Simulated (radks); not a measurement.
The promethium anion Pm- inside a hard spherical wall (all orbitals vanish at R), configuration held at [Xe] 4f6 6s2 and not refilled when levels cross. Method: scalar-relativistic Kohn-Sham, PBE, spin-polarised, spherical densities, point nucleus; open shells are filled with parallel spins first (spin-orbit coupling, left out, can overturn this in heavy ions); computed with a radial shooting solver on a logarithmic mesh with Libxc functionals. Eigenvalues in eV for spin up, with the zero of energy where the potential of the charges vanishes at infinity; a dash marks a level that is unbound or too diffuse for the functional's potential to be trusted. A positive occupied level is held by the wall or, in an anion where self-interaction has pushed it up, behind a barrier. The pressure on the wall is -dE/dV.

R (bohr)  E (hartree)  kinetic (hartree)    e(5s)    e(5p)   e(6s)  e(6p, empty)  e(5d, empty)   e(4f)  pressure (GPa)
15        -10020.6723          10688.760  -36.601  -17.533   0.173             -             -   3.471          0.0398
8         -10020.5758          10688.975  -32.539  -13.645   2.761             -             -   7.671            1.80
7         -10020.5073          10689.164  -31.163  -12.339   4.109         7.258         6.655   9.101            4.46
3.5       -10017.9992          10697.551  -16.376    1.906  36.597        49.709        25.475  26.237             622
3         -10015.4986          10705.996   -8.097   10.867  62.010        79.549        37.800  36.382            1920
2.5       -10009.4459          10725.251    7.989   29.298  114.58        138.55        62.617  54.715            7050
1.5        -9933.2395          10944.628   172.11   217.01  572.37        620.92        286.69  174.67          235000
